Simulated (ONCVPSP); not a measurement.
**What one change does to a pseudopotential (Si (Z = 14), ONCV)**

silicon, optimised norm-conserving Vanderbilt (ONCV), made with ONCVPSP 4.0.1 (PBE, scalar-relativistic). Core [Ne], reference 3s2 3p2. Waves: 3s: rc 1.40 bohr, ncon 4, nbas 7, qcut 5.7 1/bohr, 2 projectors, debl 1 Ha; 3p: rc 2.00 bohr, ncon 4, nbas 8, qcut 3.7 1/bohr, 3 projectors, debl 3.8 Ha; d scattering state at 0.13 Ha: rc 2.10 bohr, ncon 4, nbas 8, qcut 4.1 1/bohr, 2 projectors, debl 3.9 Ha. Local part: polynomial inside 1.10 bohr (lpopt 5, dvloc0 3 Ha). Core correction: Teter function, parameters optimised by the program.

All-electron outer shells of the reference configuration (PBE, scalar-relativistic, ld1.x):

```json
{"shell": "2s", "level (eV)": "-139.50", "outermost node (bohr)": "0.15", "outermost maximum (bohr)": "0.45"}
{"shell": "2p", "level (eV)": "-95.56", "outermost node (bohr)": "–", "outermost maximum (bohr)": "0.39"}
{"shell": "3s", "level (eV)": "-10.81", "outermost node (bohr)": "0.72", "outermost maximum (bohr)": "1.80"}
{"shell": "3p", "level (eV)": "-4.08", "outermost node (bohr)": "0.72", "outermost maximum (bohr)": "2.17"}
```

Change: s: rc 1.98.

Cutoffs: the cutoffs (Ha) at which the residual kinetic energy of the hardest occupied pseudo-wave falls to 1 and 0.1 mHa per electron; they do not see the model core or the augmentation charge, which bear on the density cutoff. Errors are all-electron minus pseudo energies relative to the spin-unpolarised reference configuration.

Predict the effect on cutoff, ghosts and configuration errors.

The potential gets softer (14 Ha and 53 Ha → 9.0 Ha and 11 Ha); the bound ghost in s disappears; of the 4 tests that both files solve, the error grows in 4 and shrinks in 0 by more than 15 % and 0.3 meV (median size 2.1 → 6.3 meV). A larger radius leaves more room for a smooth pseudo-wave, so fewer plane waves are needed. More of the atom is replaced by a form fitted at one configuration, so other configurations suffer.

```csv
quantity,base,changed
"cutoff, loose",14 Ha,9.0 Ha
"cutoff, tight",53 Ha,11 Ha
loose cutoff by channel,"s 14 Ha, p 3.1 Ha","s 9.0 Ha, p 3.1 Ha"
bound ghosts,s,none
GHOST(+) flags under 300 eV,none,s at 132.4 eV
"error for 3s2 3p1, meV [ΔE 7.74 eV]",0.0,+1.3
"error for 3s2 3p0, meV [ΔE 23.73 eV]",+2.6,+11
"error for 3s1 3p0, meV [ΔE 57.70 eV]",+36,+54
"error for 3s1 3p2, meV [ΔE 15.17 eV]",-1.6,+2.0
p: phases at 2.03 bohr within 0.05 rad from the reference energy up to (Ha; the scan ends near 5),to the end of the scan,to the end of the scan
d: phases at 2.13 bohr within 0.05 rad from the reference energy up to (Ha; the scan ends near 5),to the end of the scan,to the end of the scan
"rms error of d²Exc/dni dnj with the model core, mHa",0.02,0.00
```

Base: The cutoffs count occupied waves only; projector 2 of the d channel, the hardest unoccupied one, needs 64 Ha at the loose tolerance. Changed file: The cutoffs count occupied waves only; projector 2 of the d channel, the hardest unoccupied one, needs 64 Ha at the loose tolerance. A true bound ghost makes a file unfit for plane-wave use even where its test errors are small: the radial tests pick states by their node count and pass the ghost by.
